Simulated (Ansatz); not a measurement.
`[NH2][SnH2][Cl]` → Cl• + 4 H• + N• + Sn•  (atomization)

Isolated molecules relaxed with PBE0-D4/def2-TZVP in Ansatz; ΔE leaves out vibrations. CCSD(T)/CBS adds triple-zeta CCSD(T) − MP2 to the extrapolated MP2 energy (def2 sets, frozen cores). This one scheme is used for every species, atoms too. Functionals use def2-TZVPP. B3LYP here is the variant with VWN-RPA as its local correlation; programs differ in this. Open shells (•) are unrestricted, without spin–orbit coupling. Spin–orbit coupling would lower the free atoms: a little for Cl; strongly for Sn. def2 core potentials past Kr. Bonds to Sn are less sure, by a few kJ/mol each and by 10 to 20 or more in all where they break to atoms, as the def2 sets lack core-valence functions. One conformer a species, not always the lowest.

Problem. What is ΔE at CCSD(T)/CBS? (Best estimate.)

Solution. Computed: +1947.2 kJ/mol.

Problem. What do these levels give: r2SCAN-D4, r2SCAN, PBE0, B3LYP, HF/def2-TZVPP, SCS-MP2/def2-TZVPP, CCSD/def2-TZVPP, MP2/def2-QZVPP, CCSD(T)/def2-QZVPP, HF/CBS(def2), MP2/CBS(def2), CCSD/CBS(def2)? (An estimate is asked.)

Solution. Ansatz gave: r2SCAN-D4 1914.9, r2SCAN 1911.8, PBE0 1893.9, B3LYP 1897.6, HF/def2-TZVPP 1292.9, SCS-MP2/def2-TZVPP 1882.5, CCSD/def2-TZVPP 1841.0, MP2/def2-QZVPP 1912.9, CCSD(T)/def2-QZVPP 1922.7, HF/CBS(def2) 1300.1, MP2/CBS(def2) 1941.8, CCSD/CBS(def2) 1913.8 kJ/mol.

Largest T1 diagnostic among the species: 0.012.

The D4 term adds +21.6 kJ/mol with B3LYP and +11.3 kJ/mol with PBE0; it sums over pairs of atoms, weighted by their polarisabilities, and B3LYP, whose exchange is more repulsive, gets the larger term. In def2-TZVPP, CCSD(T) changes the Hartree–Fock value by +581.5 kJ/mol (the triples alone add +33.4 kJ/mol) and MP2 by +576.1 kJ/mol; breaking electron pairs costs correlation energy, which Hartree–Fock lacks. From PBE to PBE0 (25 % exact exchange), in def2-TZVPP and without D4, ΔE moves by −33.6 kJ/mol: exact exchange takes away binding that semilocal exchange gives to molecules.

For atomizations the MP2-based limit and the directly extrapolated one differ by several kJ/mol either way, and by 10 to 25 for some Ge, Se and Sn compounds, so smaller differences from it don't rank the levels.
